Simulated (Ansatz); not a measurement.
```yaml
crystal:
  periodic: [false, false, false]
  atoms:
    - {symbol: C, position_ang: [-0.865450, -1.212826, -0.063475]}
    - {symbol: C, position_ang: [0.121531, -0.198995, 0.485640]}
    - {symbol: C, position_ang: [1.306447, -0.865488, 1.151073]}
    - {symbol: O, position_ang: [0.633162, 0.630860, -0.544539]}
    - {symbol: Ge, position_ang: [-0.380392, 1.910421, -1.249717]}
    - {symbol: H, position_ang: [-1.729221, -0.724008, -0.521773]}
    - {symbol: H, position_ang: [-0.381601, -1.831801, -0.823338]}
    - {symbol: H, position_ang: [-1.235163, -1.864237, 0.732130]}
    - {symbol: H, position_ang: [-0.394924, 0.424336, 1.233900]}
    - {symbol: H, position_ang: [1.999954, -0.114999, 1.533673]}
    - {symbol: H, position_ang: [1.839529, -1.487698, 0.427841]}
    - {symbol: H, position_ang: [0.981505, -1.497342, 1.981061]}
    - {symbol: H, position_ang: [0.606686, 2.835771, -1.968243]}
    - {symbol: H, position_ang: [-1.400729, 1.318998, -2.241594]}
    - {symbol: H, position_ang: [-1.123134, 2.626306, -0.103241]}
basis:
  gaussian: {orbitals: def2-TZVPP, fitting: {mean_field: def2-universal-jkfit}, point_charges: [{charge: 1.00, position_ang: [4.821, -0.802, 0.768]}]}
hamiltonian: {xc: {name: HF}}
correlation: {active_space: {window: {electrons: 2, orbitals: 1}}}
```

```sh
$ ansatz run in.yaml --threads 4 --pin off --events-out ev --progress --plain --max-ram 11315MiB
```

It prints (some lines left out):

```
Functional definition: HF
748 factors; integrals over basis functions are off by at most 1.1e0 eV
mean field evaluation 1: about -61758.4057 eV, gradient 4.4e1 eV
mean field evaluation 2: about -61761.9678 eV, gradient 2.5e1 eV
mean field evaluation 4: about -61763.1766 eV, gradient 1.6e0 eV
mean field evaluation 8: about -61763.1845 eV, gradient 2.3e-6 eV
mean field -61763.18448494 eV, -2269.7551652314 hartree, gradient 2.3e-6 eV, S^2 0.000000; 0 other end points of the search recorded, 0 dependent functions left out
reference -61763.18448494 eV, -2269.7551652314 hartree; 34, 34 occupied and 278, 278 virtual orbitals, 748 factors
state -61763.18448494 eV, -2269.7551652314 hartree
Total energy: -61763.18448494 eV, -2269.7551652314 hartree
```

Run time 5.5 s (4 threads of an Arm Neoverse V1 on a shared host); peak host memory 0.68 GiB.
